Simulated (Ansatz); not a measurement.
The inner images of a band of C3H6OSi (11 atoms, charge 0, multiplicity 1) are given out of order.

Method: UKS PBE-D4/6-31G* (Ansatz).

First end point:

```xyz
11
Properties=species:S:1:pos:R:3
C -1.516 0.894 1.814
C -0.657 0.163 1.332
Si 0.605 -0.838 0.447
C 0.780 0.019 -1.256
O -0.515 0.228 -1.834
H -2.267 1.513 2.273
H 1.883 -0.854 1.238
H 0.094 -2.238 0.295
H 1.361 0.963 -1.167
H 1.333 -0.630 -1.957
H -1.036 0.723 -1.165
```

Last end point:

```xyz
11
Properties=species:S:1:pos:R:3
C -1.340 1.522 1.705
C -0.682 0.467 1.359
Si 0.507 -0.724 0.540
C 0.719 0.020 -1.211
O -0.568 0.273 -1.781
H -1.733 0.139 1.794
H 1.770 -0.808 1.348
H -0.164 -2.059 0.498
H 1.362 0.927 -1.186
H 1.219 -0.707 -1.873
H -1.024 0.894 -1.172
```

Question: Put them in order from the first end to the last, with their energies above the first end.
A.
```xyz
11
Properties=species:S:1:pos:R:3
C -1.493 0.737 2.446
C -0.717 0.183 1.579
Si 0.486 -0.785 0.525
C 0.659 0.112 -1.158
O -0.576 0.148 -1.887
H -1.320 1.146 1.156
H 1.789 -0.850 1.268
H -0.060 -2.163 0.328
H 1.111 1.120 -1.036
H 1.361 -0.467 -1.784
H -1.175 0.762 -1.416
```
B.
```xyz
11
Properties=species:S:1:pos:R:3
C -1.422 0.778 2.124
C -0.596 -0.005 1.633
Si 0.555 -0.872 0.533
C 0.656 0.104 -1.140
O -0.573 0.142 -1.870
H -1.723 1.523 1.400
H 1.878 -0.895 1.227
H 0.003 -2.233 0.289
H 1.100 1.113 -1.004
H 1.362 -0.460 -1.778
H -1.175 0.749 -1.393
```
C.
```xyz
11
Properties=species:S:1:pos:R:3
C -1.292 1.017 2.423
C -0.653 0.295 1.569
Si 0.496 -0.760 0.541
C 0.681 0.069 -1.174
O -0.597 0.164 -1.827
H -1.682 0.726 1.124
H 1.778 -0.834 1.318
H -0.095 -2.125 0.380
H 1.193 1.050 -1.102
H 1.309 -0.569 -1.821
H -1.074 0.910 -1.410
```
D.
```xyz
11
Properties=species:S:1:pos:R:3
C -1.263 1.309 2.160
C -0.653 0.407 1.470
Si 0.516 -0.719 0.542
C 0.705 0.026 -1.209
O -0.596 0.228 -1.784
H -1.841 0.312 1.366
H 1.786 -0.771 1.339
H -0.115 -2.073 0.472
H 1.309 0.957 -1.193
H 1.230 -0.685 -1.870
H -1.012 0.952 -1.272
```
E.
```xyz
11
Properties=species:S:1:pos:R:3
C -1.399 0.877 1.794
C -0.585 0.008 1.511
Si 0.608 -0.921 0.490
C 0.698 0.074 -1.155
O -0.559 0.146 -1.836
H -2.077 1.699 1.863
H 1.935 -0.967 1.189
H 0.079 -2.300 0.254
H 1.129 1.082 -0.971
H 1.388 -0.445 -1.843
H -1.152 0.690 -1.276
```

Answer: E (+14.5 kJ/mol), B (+120.9 kJ/mol), A (+204.4 kJ/mol), C (+199.9 kJ/mol), D (+194.5 kJ/mol).

Time of the run: 3.3 min on 2 threads of Arm Neoverse V2, with other jobs on the host, peak memory 0.16 GiB.
